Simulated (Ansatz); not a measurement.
Reaction (ligand exchange at a B–C bond): `CBC[SiH2]C` + `CCS` → `CBSCC` + `C[SiH2]C`

Gas-phase electronic energies from Ansatz, PBE0-D4/def2-TZVP geometries. CCSD(T)/CBS is the MP2 limit (def2-TZVPP, def2-QZVPP) plus CCSD(T) − MP2 in def2-TZVPP, frozen cores. One conformer a species, not always the lowest.

| species | SCS-MP2/def2-QZVPP energy (Eh) |
| --- | --- |
| `CBC[SiH2]C` | -434.56160 |
| `CCS` | -477.40305 |
| `CBSCC` | -542.05286 |
| `C[SiH2]C` | -369.94236 |

**Question.** Work out ΔE.

**Answer.** ΔE = (-542.05286) + (-369.94236) − (-434.56160) − (-477.40305) = -0.03057 Eh = -80.3 kJ/mol. CCSD(T)/CBS gives -79.7 kJ/mol.

Largest T1 diagnostic among the species: 0.012.

In def2-TZVPP, CCSD(T) changes the Hartree–Fock value by −3.3 kJ/mol (the triples alone add −2.2 kJ/mol) and MP2 by −5.9 kJ/mol.
